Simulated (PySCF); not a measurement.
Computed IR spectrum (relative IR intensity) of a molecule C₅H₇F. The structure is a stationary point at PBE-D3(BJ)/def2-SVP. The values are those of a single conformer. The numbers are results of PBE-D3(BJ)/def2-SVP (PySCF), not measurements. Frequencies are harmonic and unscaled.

Lines under 2 % of the strongest are left out, and lines within 2 cm⁻¹ are merged.

ν (cm⁻¹): 168 (w), 251 (w), 526 (w), 662 (vw), 738 (s), 802 (w), 850 (m), 890 (m), 955 (vs), 1003 (s), 1019 (w), 1028 (vs), 1081 (vw), 1164 (s), 1222 (vs), 1386 (w), 1391 (s), 1441 (w), 1701 (vs), 3060 (m), 3064 (m), 3108 (w), 3133 (m), 3162 (m) (against the strongest line: vs over 80 %, s over 45 %, m over 15 %, w over 4 %, vw less)

Pick the molecule that these values belong to.
A) CC#C[C@@H](C)F
B) FC1=CCCC1
C) F/C=C\C1CC1
D) CC1=C(F)CC1

C, F/C=C\C1CC1
